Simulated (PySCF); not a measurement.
**Ionisation energy of He⁺ by level of theory**

He⁺ 1s1 (2S) → He²⁺ (bare nucleus), as a difference of total energies. Calculation: PySCF 2.14, in aug-cc-pVDZ-DK; the spin-free X2C one-electron Hamiltonian (Gaussian nucleus). The calculations carry no spin-orbit coupling.

```
 method  ionisation energy (eV)
    UHF                  54.272
    LDA                  52.704
    PBE                  54.118
 r2SCAN                  54.289
r2SCANh                  54.287
   BLYP                  54.155
 PBEsol                  53.464
   ROHF                  54.272
```

Q: Estimate what PBE0 gives.

A: 54.197 eV, closest to BLYP among the rows shown.

Q: Estimate what HSE06 gives.

A: 54.216 eV, closest to UHF among the rows shown.

For comparison: 54.418 eV (theoretical estimate listed by NIST; NIST Atomic Spectra Database, ionization energies).
